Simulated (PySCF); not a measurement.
CH3ITe, SMILES C[Te]I.

Geometry optimised at B3LYP-D3(BJ)/def2-SVP. The def2 effective core potentials stand for the cores of I, Te; spin–orbit coupling is left out.

Calculation: TDDFT-M06-2X/def2-SVPD (PySCF 2.14.0).

Vertical excitations. Isolated molecule, no solvent. State labels are in the subgroup Cs.

Q: Estimate the UV-visible absorptions. (The exact figures need the calculation; the answer reports its results.)

A: 
```tsv
state	symmetry	energy (eV)	λ (nm)	f	main pairs
S1	A"	1.93	644	0.001	HOMO→LUMO 99 %
S2	A'	3.54	351	0.004	HOMO−1→LUMO 98 %
S3	A"	3.96	313	0.001	HOMO−2→LUMO 84 %
S4	A"	4.27	290	0.000	HOMO→LUMO+1 74 %, HOMO−2→LUMO 14 %
S5	A'	5.28	235	0.110	HOMO−3→LUMO 63 %, HOMO−4→LUMO 33 %
S6	A"	5.64	220	0.028	HOMO→LUMO+3 61 %, HOMO→LUMO+2 27 %
S7	A"	5.97	208	0.016	HOMO→LUMO+2 67 %, HOMO→LUMO+3 19 %
S8	A'	6.08	204	0.186	HOMO−4→LUMO 34 %, HOMO−1→LUMO+1 33 %, HOMO→LUMO+4 13 %, HOMO−3→LUMO 13 %
S9	A'	6.36	195	0.049	HOMO→LUMO+4 77 %, HOMO−1→LUMO+1 20 %
S10	A"	6.36	195	0.001	HOMO→LUMO+5 65 %, HOMO→LUMO+6 10 %
T1	A"	1.40	887	0	HOMO→LUMO 97 %
T2	A'	3.10	400	0	HOMO−1→LUMO 95 %
T3	A"	3.55	349	0	HOMO−2→LUMO 87 %
T4	A"	3.79	328	0	HOMO→LUMO+1 71 %
```
Triplets are in the Tamm–Dancoff approximation, which puts them higher than full response would, so one can lie above its singlet here.
